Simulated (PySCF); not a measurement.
Al(Me)(NCO)(OH) (C₂H₄AlNO₂), SMILES C(=[N][Al]([OH])[CH3])=O. Atoms are numbered in the order given.

```xyz
10

Al     0.0779     0.9054     0.0000
C     -1.5282     1.9768     0.0000
H     -2.1494     1.7597     0.8842
H     -2.1494     1.7597    -0.8842
H     -1.2959     3.0523     0.0000
N      0.0094    -0.8798     0.0000
C     -0.0711    -2.0773     0.0000
O     -0.1471    -3.2444     0.0000
O      1.6048     1.6471     0.0000
H      2.4512     1.1979     0.0000
```
Charge 0, spin multiplicity 1.

Coordinates come from a PBE0-D3(BJ)/def2-SVP optimisation. The structure was generated by enumeration; whether it is a known compound was not checked. One conformer was computed; it need not be the lowest.

Two levels are set side by side: PBE/pcSseg-1 (PySCF) and KT2/pcSseg-1 (PySCF). GIAO shifts against H2O (¹⁷O), NH3 (¹⁵N), TMS (¹H), TMS (¹³C) at the same level; non-relativistic, no solvent, atoms listed together averaged. Differences are taken from unrounded values.

| quantity | KT2 |
|---|---|
| δ(¹³C) of C2 (ppm) | -15.5 |
| δ(¹H) of H3, H4, H5 (ppm) | -0.03 |
| δ(¹⁵N) of N6 (ppm) | 54.1 |
| δ(¹³C) of C7 (ppm) | 118.8 |
| δ(¹⁷O) of O8 (ppm) | 124.0 |
| δ(¹⁷O) of O9 (ppm) | 59.5 |
| δ(¹H) of H10 (ppm) | 2.61 |

**Question.** What does PBE give, and how far is it from KT2? (The exact figures need the calculation; the answer reports its results.)

**Answer.** 
```json
[
 {"quantity": "δ(¹³C) of C2 (ppm)", "PBE": "-16.5", "PBE minus KT2": "-1.0"},
 {"quantity": "δ(¹H) of H3, H4, H5 (ppm)", "PBE": "-0.09", "PBE minus KT2": "-0.05"},
 {"quantity": "δ(¹⁵N) of N6 (ppm)", "PBE": "60.4", "PBE minus KT2": "6.3"},
 {"quantity": "δ(¹³C) of C7 (ppm)", "PBE": "123.2", "PBE minus KT2": "4.4"},
 {"quantity": "δ(¹⁷O) of O8 (ppm)", "PBE": "136.5", "PBE minus KT2": "12.5"},
 {"quantity": "δ(¹⁷O) of O9 (ppm)", "PBE": "62.5", "PBE minus KT2": "3.0"},
 {"quantity": "δ(¹H) of H10 (ppm)", "PBE": "2.60", "PBE minus KT2": "-0.01"}
]
```

Rough cost on one machine, each run with all the roots and properties that it gave: KT2 against PBE within a factor of 2.
